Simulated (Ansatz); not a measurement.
Hf₃O₁₁H₁₀, a hydroxylated oxide cluster. The state is a singlet with charge 0. Geometry r2SCAN-D4/def2-SVP; atoms count from 1.

```xyz
24

Hf    1.258   -1.292   -0.384
Hf    0.164    1.715   -0.771
Hf   -1.023   -0.136    1.578
O    -2.771   -1.018    1.487
O     3.041   -1.959   -0.017
O    -0.855    0.373    3.443
O     0.094   -1.979    1.305
O    -1.413    1.818    0.716
O     1.609    0.386   -1.702
O     0.553   -2.569   -1.742
O     1.091    3.370   -0.364
O     0.854    0.413    0.756
O    -0.782    2.102   -2.443
O    -0.868   -0.340   -0.708
H    -3.527   -1.440    1.077
H     3.933   -2.169    0.258
H    -0.772    0.578    4.373
H    -0.349   -2.837    1.340
H    -1.585    2.605    1.249
H     1.666    0.313   -2.664
H     0.945   -3.342   -2.160
H     1.624    4.122   -0.109
H    -1.371    1.990   -3.190
H    -1.515   -0.703   -1.327
```

In the def2 sets Hf takes a core potential; there is no spin–orbit coupling. Single mean-field runs in def2-TZVP are fitted with def2-universal-jkfit.

Estimate the Mulliken populations from the PBE0/def2-TZVP orbitals of Ansatz.


```csv
atom,charge (e),d electrons
Hf1,1.49,1.58
Hf2,1.51,1.58
Hf3,1.51,1.58
O4,-0.69,–
O5,-0.68,–
O6,-0.69,–
O7,-0.70,–
O8,-0.71,–
O9,-0.70,–
O10,-0.71,–
O11,-0.69,–
O12,-0.73,–
O13,-0.69,–
O14,-0.76,–
H15,0.31,–
H16,0.31,–
H17,0.31,–
H18,0.34,–
H19,0.35,–
H20,0.34,–
H21,0.32,–
H22,0.31,–
H23,0.31,–
H24,0.34,–
```
Mulliken values depend strongly on the basis.

And the Mayer bond orders between heavy atoms (over 0.3)?

Hf1–O5 1.06 (1.94 Å); Hf1–O7 0.54 (2.16 Å); Hf1–O9 0.54 (2.16 Å); Hf1–O10 1.01 (1.99 Å); Hf1–O12 0.69 (2.09 Å); Hf2–O8 0.52 (2.17 Å); Hf2–O9 0.53 (2.17 Å); Hf2–O11 1.05 (1.94 Å); Hf2–O12 0.63 (2.12 Å); Hf2–O13 1.04 (1.96 Å); Hf2–O14 0.33 (2.30 Å); Hf3–O4 1.04 (1.96 Å); Hf3–O6 1.05 (1.94 Å); Hf3–O7 0.53 (2.17 Å); Hf3–O8 0.52 (2.17 Å); Hf3–O12 0.63 (2.12 Å); Hf3–O14 0.33 (2.30 Å).
